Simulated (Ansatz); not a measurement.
# singlet Be: levels of theory in one basis

A single Be atom.

Basis set: STO-3G (spherical functions). All electrons are correlated. Charge 0, multiplicity 1.

Computed with Ansatz (development build ahead of 0.2.0); each method stands on the lowest determinant of its kind that the runs found.

| method | E − E(RHF) (eV) | <S²> of the determinant |
| --- | --- | --- |
| RHF | 0.00 | 0.00 |
| UHF | -0.03 | 0.21 |
| RHF-MP2 | -0.66 | – |
| RHF-CCSD | -1.41 | – |
| RHF-CCSD(T) | -1.41 | – |
| RHF-CCSDT | -1.41 | – |
| RHF-CCSDT(Q) | -1.41 | – |
| full CI (lowest root of this spin) | -1.41 | – |

Question: What does UHF-MP2 give on the same scale?

Answer: -0.53 eV.

Question: Is a single determinant a sound starting point here?

Answer: Only with care. Unrestricted orbitals gain 0.03 eV and <S²> is 0.21 against 0.00 for a pure state, so spin symmetry breaks but gains little energy; restricted orbitals can still serve.

Caution for UHF, UHF-MP2: the unrestricted determinant is spin contaminated.
